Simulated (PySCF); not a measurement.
SMILES [CH3][Sn][I], CAM-B3LYP/def2-SVP optimised geometry.

```
6

Sn    -0.76    -1.31     0.00
I      2.00    -1.31     0.00
C     -0.95     0.88     0.00
H     -2.00     1.19     0.04
H     -0.49     1.29    -0.91
H     -0.41     1.31     0.86
```

Density from CAM-B3LYP/def2-TZVP, def2 effective core potentials past Kr in PySCF at that geometry. The core electrons that the potentials of I, Sn replace are not part of the density.

Minimum of the electron density along straight lines between bonded atoms, close to the bond critical point (lines longer than 1.1 times the sum of covalent radii, or with two minima, are not listed):

| bond | length / Å | ρ at the minimum / e bohr⁻³ | ∇²ρ there / e bohr⁻⁵ | position (fraction from the first atom) |
|---|---|---|---|---|
| Sn1–I2 | 2.760 | 0.058 | 0.06 | 0.45 |
| Sn1–C3 | 2.195 | 0.099 | 0.10 | 0.51 |
| C3–H4 | 1.101 | 0.268 | -0.88 | 0.64 |
| C3–H5 | 1.102 | 0.266 | -0.87 | 0.64 |
| C3–H6 | 1.101 | 0.266 | -0.87 | 0.64 |
